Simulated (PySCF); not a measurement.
BaCl, SMILES [Cl][Ba+], charge +1.

Geometry: B3LYP-D3(BJ)/def2-TZVPD. The multiplicity is an assumed one; other spin states were not compared. The def2 effective core potentials stand for the cores of Ba; spin–orbit coupling is left out.

These are TDDFT-B3LYP/def2-TZVPD (PySCF) values and carry that method's errors.

Vertical excitations; the highest root listed may be one member of a degenerate set. Gas-phase values at a fixed geometry. State labels are in the subgroup C2v.

Problem. List the lowest excited states. (An estimate is asked for; the answer gives what the named calculation found.)

Solution. 
```tsv
state	symmetry	energy (eV)	λ (nm)	f	main pairs
S1	B1	4.56	272	0.006	HOMO−1→LUMO (degenerate set)
S2	B2	4.56	272	0.006	HOMO→LUMO (degenerate set)
S3	A1	4.79	259	0.006	HOMO−2→LUMO 99 %
S4	B1	5.13	242	0.000	HOMO−1→LUMO+2, HOMO→LUMO+1 (degenerate set)
S5	B2	5.13	242	0.000	HOMO→LUMO+2, HOMO−1→LUMO+1 (degenerate set)
S6	B1	5.19	239	0.004	HOMO→LUMO+1, HOMO−1→LUMO+2 (degenerate set)
S7	B2	5.19	239	0.004	HOMO−1→LUMO+1, HOMO→LUMO+2 (degenerate set)
S8	A2	5.35	232	0.000	HOMO−2→LUMO+1 (degenerate set)
S9	A1	5.35	232	0.000	HOMO−2→LUMO+2 (degenerate set)
S10	A2	5.55	223	0.000	HOMO−1→LUMO+4 49 %, HOMO→LUMO+3 49 %
T1	B1	4.53	274	0	HOMO−1→LUMO (degenerate set)
T2	B2	4.53	274	0	HOMO→LUMO (degenerate set)
T3	A1	4.74	261	0	HOMO−2→LUMO 99 %
T4	B2	5.12	242	0	HOMO→LUMO+2 50 %, HOMO−1→LUMO+1 50 %
```
Triplets are in the Tamm–Dancoff approximation, which puts them higher than full response would, so one can lie above its singlet here.
